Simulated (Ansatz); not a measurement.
Consider the ligand exchange at the Si–C bond: `C=N/C(F)=C/[SiH3]` + `BO[SiH2]S` → `BO[SiH2]S[SiH3]` + `C=NC(=C)F`.

Calculated with Ansatz (gas phase, PBE0-D4/def2-TZVP geometries, no zero-point term in ΔE). CCSD(T)/CBS is the MP2 limit (def2-TZVPP, def2-QZVPP) plus CCSD(T) − MP2 in def2-TZVPP, frozen cores. Functionals use def2-TZVPP. One conformer a species, not always the lowest.

`C=N/C(F)=C/[SiH3]`:

Z-matrix (Å, degrees):
```
Si
C 1 1.859
H 1 1.486 2 110.9
H 1 1.486 2 111.0 3 120.7
H 1 1.485 2 108.4 3 -119.7
C 2 1.331 1 123.8 3 -59.8
H 2 1.084 1 121.6 3 120.1
N 6 1.374 2 124.5 1 180.0
F 6 1.352 2 119.1 1 -0.0
C 8 1.269 6 119.9 2 -180.0
H 10 1.087 8 118.1 6 180.0
H 10 1.092 8 123.8 6 -0.0
```

`BO[SiH2]S`:

```xyz
9

B    -0.176    1.632   -0.859
O    -0.463    0.331   -0.650
Si    0.398   -0.871    0.096
S    -0.235   -1.175    2.098
H     0.888    2.077   -0.513
H    -1.003    2.312   -1.397
H     0.176   -2.086   -0.716
H     1.828   -0.497    0.189
H    -1.413   -1.723    1.752
```

`BO[SiH2]S[SiH3]`:

Cartesian coordinates in Å:
```
B -0.150 -2.230 0.103
O 0.140 -1.497 -0.990
Si 0.758 -0.004 -1.320
S 1.436 1.041 0.400
Si -0.484 1.698 1.089
H -0.624 -3.317 -0.068
H 0.063 -1.793 1.201
H -0.318 0.758 -1.994
H 1.934 -0.196 -2.194
H -0.873 2.965 0.420
H -0.371 1.912 2.551
H -1.511 0.664 0.802
```

`C=NC(=C)F`:

Cartesian coordinates in Å:
```
C -1.209 -0.691 1.105
N -0.301 -0.786 0.225
C 0.303 0.347 -0.263
C 1.259 0.330 -1.182
F -0.118 1.526 0.238
H -1.667 -1.608 1.470
H -1.557 0.258 1.517
H 1.584 -0.622 -1.573
H 1.707 1.247 -1.537
```

```csv
species,PBE-D4 energy (Eh)
`C=N/C(F)=C/[SiH3]`,-561.62997
`BO[SiH2]S`,-790.47771
`BO[SiH2]S[SiH3]`,-1081.05224
`C=NC(=C)F`,-271.07779
```

(1) Work out ΔE.

Largest T1 diagnostic among the species: 0.014.

## Answers

(1) ΔE = (-1081.05224) + (-271.07779) − (-561.62997) − (-790.47771) = -0.02235 Eh = -14.0 kcal/mol. CCSD(T)/CBS gives -14.0 kcal/mol.

The D4 term adds −1.7 kcal/mol with B3LYP and −0.9 kcal/mol with PBE0; it sums over pairs of atoms, weighted by their polarisabilities, and B3LYP, whose exchange is more repulsive, gets the larger term.

B3LYP here is the variant with VWN-RPA as its local correlation; programs differ in this.
